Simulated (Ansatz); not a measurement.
Harmonic frequencies (cm⁻¹) at PBE0-D4/def2-TZVP from Ansatz: 150, 166, 199, 246, 270, 470, 583, 664, 716, 726, 766, 846, 919, 963, 1019, 1038, 1181, 1405, 1421, 2697, 3133, 3136, 3207, 3221.

Each molecule was computed in one conformer, which needn't be the lowest.

(1) Which molecule is it?
A. `F[Si]1(S)CC1`
B. `F/C(S)=C\[SiH3]`
C. `[O]1[GeH2][GeH2]1`
D. `N[CH]1[O][Al]1[BH]O`

Results:

(1) A.
